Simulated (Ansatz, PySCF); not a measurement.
H2O2Zn, charge +1, doublet, at a GFN2-xTB geometry (such geometries of metal compounds can be far from the true shape) (a state made from the parent by changing its charge; the spin is typed, not shown lowest). Base run: WB97M-V/6-31G* (PySCF).

Geometry (Å):
```xyz
5

Zn     0.0000     0.1841     0.0342
O      1.2536    -0.1641    -1.1003
H      1.9168     0.3818    -1.5651
O     -1.2535    -0.5483     0.9681
H     -1.9168    -0.2058     1.5978
```
Charge +1, spin multiplicity 2.
Orbitals are unrestricted.
All else is at PySCF's defaults.

The same geometry, method and basis name were run in Ansatz (a first-principles code) and PySCF, at each program's defaults and at the settings that a row names. The base is PySCF at its defaults. Differences at the defaults can come from grids, fitting, cores and function types together.

| code and settings | ΔE vs base (µEh) | basis functions | E (Eh) | SCF cycles |
|---|---|---|---|---|
| PySCF, defaults (exact integrals, its default grid, spherical functions) | 0.0 | 66 | -1930.20732 | 12 |
| Ansatz, defaults (factorised integrals, its default grid, Cartesian functions) | -6946 | 70 | -1930.21426 | - |
| PySCF, density fitting with def2-universal-jkfit | -55.0 | 66 | -1930.20737 | 12 |
| PySCF, fine grid | 0.4 | 66 | -1930.20732 | 12 |
| Ansatz, high accuracy, Cartesian functions as the basis file defines them | -6946 | 70 | -1930.21426 | - |

Open shells are given as the SCF converged; they aren't shown to be the lowest states, and a large step between rows can be another state.
